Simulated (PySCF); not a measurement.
cyclohexanone cation (C₆H₁₀O), SMILES C1CCCCC1=O (connectivity only; charge and spin as stated), charge +1, multiplicity 2. Geometry optimised at B3LYP-D3(BJ)/def2-SVP. The spin state was assumed, not searched. One conformer was computed; it need not be the lowest.

Calculation: B3LYP-D3(BJ)/def2-SVP (PySCF).

Harmonic wavenumbers (cm⁻¹): 88, 187, 303, 364, 374, 430, 478, 603, 673, 738, 790, 823, 863, 901, 921, 940, 1001, 1055, 1072, 1078, 1107, 1178, 1206, 1257, 1287, 1296, 1347, 1365, 1381, 1404, 1412, 1417, 1427, 1466, 1770, 3003, 3010, 3035, 3040, 3051, 3084, 3088, 3128, 3158, 3158. Rotational constants (GHz): 4.135, 2.506, 1.739; symmetry number 1.

Problem. Work out the zero-point energy and the ideal-gas rigid-rotor harmonic-oscillator thermochemistry at 298.15 K and 1 atm.

Solution. ZPE = ½ Σ hcν = ½ × 64755 cm⁻¹ = 387.32 kJ/mol. H − E(el) = 407.70 kJ/mol. Entropy in J/(mol K): translation 165.95, rotation 114.14, vibration 57.72, spin 5.76, total 343.57. G − E(el) = 305.26 kJ/mol. Cp = 119.13 J/(mol K). Modes under 150 cm⁻¹ make the vibrational entropy uncertain.
